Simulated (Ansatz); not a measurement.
(ClGaNH)4 cubane (Ga4N4Cl4H4), relaxed as a singlet with RKS PBE-D4/def2-SVP in Ansatz, starting from the GFN2-xTB geometry. Force threshold 0.03 eV/Å.

Start:

Cartesian coordinates in Å:
```
Ga -0.0560 -0.9771 1.4131
Cl -0.1222 -2.1423 3.1005
N 1.5253 -0.8388 0.1907
Ga 1.2707 1.1484 0.1474
Cl 2.7871 2.5189 0.3224
N -0.2883 1.0134 1.3987
Ga -1.4977 0.8231 -0.1874
Cl -3.2848 1.8045 -0.4099
N -1.2943 -1.1697 -0.1498
Ga 0.2828 -0.9945 -1.3737
Cl 0.6193 -2.1832 -3.0115
N 0.0567 0.9948 -1.4404
H 2.4123 -1.3259 0.3016
H -0.4551 1.6024 2.2121
H -2.0474 -1.8489 -0.2375
H 0.0914 1.5747 -2.2762
```

Question: Estimate the energy that the relaxation releases and the steps that it takes.

Answer: 0.54 eV, in 4 steps; 11 s on 2 threads of AMD EPYC 7R13 on a shared host and a share (18 GiB) of an NVIDIA H100 80GB HBM3. No frequencies were taken in this run, so the end may be a saddle point.

Question: Does the start keep its bonding and symmetry?

Answer: By distances, no bond broke or formed. The bond that changes most is Ga7–Cl8, from 2.05 to 2.16 Å (atoms count from 1). Point group Td at the start, Td at the end, both within 0.05 Å.

Question: Predict the relaxed structure.

Answer: 
Cartesian coordinates in Å:
```
Ga -0.0568 -0.9922 1.4355
Cl -0.1268 -2.2174 3.2086
N 1.4872 -0.8176 0.1859
Ga 1.2906 1.1664 0.1494
Cl 2.8846 2.6069 0.3335
N -0.2807 0.9879 1.3638
Ga -1.5209 0.8361 -0.1901
Cl -3.3994 1.8686 -0.4248
N -1.2620 -1.1405 -0.1460
Ga 0.2871 -1.0102 -1.3948
Cl 0.6415 -2.2584 -3.1171
N 0.0555 0.9701 -1.4038
H 2.3808 -1.3088 0.2976
H -0.4494 1.5815 2.1833
H -2.0203 -1.8257 -0.2339
H 0.0890 1.5532 -2.2471
```
Bond lengths (bridged metal pairs left out): 12 × Ga–N 1.99 Å; 4 × Cl–Ga 2.16 Å; 4 × H–N 1.03 Å.
